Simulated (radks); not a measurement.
Question: Valence configurations of the holmium ion Ho3+ (all share [Xe]). Method: scalar-relativistic Kohn-Sham, r2SCAN, spin-polarised, spherical densities, finite nucleus; open shells are filled with parallel spins first (spin-orbit coupling, left out, can overturn this in heavy ions); meta-GGA in the generalised Kohn-Sham scheme; Fermi nuclear charge, rms radius 5.2022 fm; computed with a radial shooting solver on a logarithmic mesh with Libxc functionals. Order these by energy: 4f7.5 6s2 6p0.5; 4f10; 4f9 6p1; 4f9 5d1; 4f9 6s1; 4f7 5d1 6s2; 4f8 6s2; 4f9.5 6p0.5; 4f9.5 6s0.5.

Answer: From the lowest, in eV above it: 4f10 0.000; 4f9.5 6s0.5 5.642; 4f9.5 6p0.5 8.539; 4f9 5d1 9.671; 4f9 6s1 12.705; 4f9 6p1 18.911; 4f8 6s2 34.649; 4f7.5 6s2 6p0.5 51.826; 4f7 5d1 6s2 56.828. NIST lists [Xe] 4f10 as the ground configuration; this level of theory agrees among the configurations tried. The energies are those of spherical high-spin densities, not of single terms.
